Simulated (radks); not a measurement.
Values are calculated unless marked as measured or tabulated.
All-electron atom: K3+ in [Ne] 3s2 3p4 (the NIST ground configuration). Level of theory: scalar-relativistic Kohn-Sham, PW91, spin-polarised, spherical densities, point nucleus; open shells are filled with parallel spins first (a radial shooting solver on a logarithmic mesh with Libxc functionals).

Radial electron density D(r) = 4 pi r^2 rho(r):

```
   r/bohr * D(r) (the largest magnitude, 22.8, reaches the edge; | marks zero)
 0.005477 |   *
 0.007019 |    *
 0.008923 |       *
  0.01143 |           *
  0.01454 |                *
  0.01863 |                       *
  0.02368 |                               *
  0.03035 |                                        *
  0.03858 |                                               *
  0.04943 |                                                    *
  0.06284 |                                                    *
  0.08053 |                                               *
   0.1024 |                                        *
   0.1312 |                                     *
   0.1668 |                                         *
   0.2137 |                                                 *
   0.2717 |                                                      *
   0.3482 |                                               *
   0.4426 |                                *
   0.5626 |                 *
    0.721 |           *
   0.9166 |            *
    1.175 |             *
    1.493 |        *
    1.913 |   *
    2.432 |*
    3.117 *
    3.963 *
```

D(r) has 3 maxima, at r = 0.0553, 0.272, 1.05 bohr, and minima at 0.131, 0.739 bohr, inside which lie 2.16, 10.38 electrons.
